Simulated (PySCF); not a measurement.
C3H8AlCl3S.
Cartesian coordinates in Å at the PBE0-D3(BJ)/def2-SVP level; atoms count from 1:
```xyz
16
C3H8AlCl3S angstrom
C     -0.980   -1.647   -0.084
S     -0.656   -0.169    0.899
C     -2.133    0.813    0.554
Al     0.930    1.096   -0.470
C      2.606    0.057   -0.059
Cl     2.553   -1.618   -0.715
Cl     2.900   -0.033    1.702
Cl     3.958    0.930   -0.847
H     -0.078   -2.268   -0.009
H     -1.148   -1.379   -1.136
H     -1.844   -2.181    0.334
H     -3.015    0.303    0.965
H     -1.998    1.778    1.060
H     -2.250    0.975   -0.527
H      0.317    0.834   -1.922
H      0.815    2.503    0.267
```

The closed-shell ground state was solved at several levels (PySCF, density fitting, gas phase, non-relativistic).

| level | basis functions | HOMO (eV) | LUMO (eV) | gap (eV) | dipole (D) |
| --- | --- | --- | --- | --- | --- |
| mPW1PW91/pcSseg-1 | 211 | -7.53 | -0.66 | 6.87 | 6.35 |
| wB97X-D/def2-SVPD | 256 | -9.35 | 1.05 | 10.40 | 6.23 |

Estimate the row for PBE0/pcSseg-1, a basis of 211 functions; the other rows only guide the guess.

HOMO -7.49 eV, LUMO -0.64 eV, gap 6.85 eV, dipole 6.33 D.

Over all these levels, which gives the widest orbital gap and which the narrowest?

wB97X-D/def2-SVPD (range-separated hybrid) has the widest, 10.40 eV, and PBE0/pcSseg-1 (global hybrid, 25 % exact exchange) the narrowest, 6.85 eV. Functional and basis both differ between the two, so the spread mixes both effects.

How far do the dipole and the HOMO energy spread over the levels?

The dipole runs from 6.23 to 6.35 D (mean 6.30 D) and the HOMO from -9.35 to -7.49 eV.

One conformer stands for the species.
